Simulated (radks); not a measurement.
Charge is removed step by step from the 1s up level of neutral hydrogen, starting from 1s(up 1, down 0). Method: non-relativistic Kohn-Sham, PBE, spin-polarised, spherical densities, point nucleus; computed with a radial shooting solver on a logarithmic mesh with Libxc functionals.

removed (e),E - E(0) (eV),eigenvalue (eV)
0,0.000,-7.594
0.25,2.281,-10.689
0.5,5.354,-13.896
0.75,9.212,-16.873

The mean slope of the eigenvalue, de/dn, is 12.4 eV per electron.
